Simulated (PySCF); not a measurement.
All values below come from PBE-D3(BJ)/def2-TZVP // B3LYP-D3(BJ)/def2-TZVP (PySCF 2.14.0). Gas-phase values, no solvent. One relaxed conformer stands for a flexible species; it need not be the lowest. Excitations are Tamm–Dancoff values on a coarser integration grid. The basis has no diffuse functions, so Rydberg states are missing or too high.

Reference species (SMILES): `[NH2][In]([NH2])[NH2]` (neutral, multiplicity 1).

```json
{
  "LUMO": "-1.59 eV",
  "S1 oscillator strength": "0.002",
  "HOMO–LUMO gap": "3.79 eV",
  "S1–T1 gap (TDA)": "0.53 eV"
}
```

Changed species: `[NH2][In]([NH2])[SH]` (1 of 3 NH2 replaced by SH; the reference has 0 of 3 NH2 replaced by SH).

Problem. Give the shifts of the LUMO, S1 oscillator strength, HOMO–LUMO gap and S1–T1 gap (TDA).

Solution. the LUMO drops by 0.35 eV, to -1.94 eV; the S1 oscillator strength stays essentially unchanged; the HOMO–LUMO gap goes up by 0.05 eV, to 3.84 eV; the S1–T1 gap (TDA) falls by 0.12 eV, to 0.41 eV.
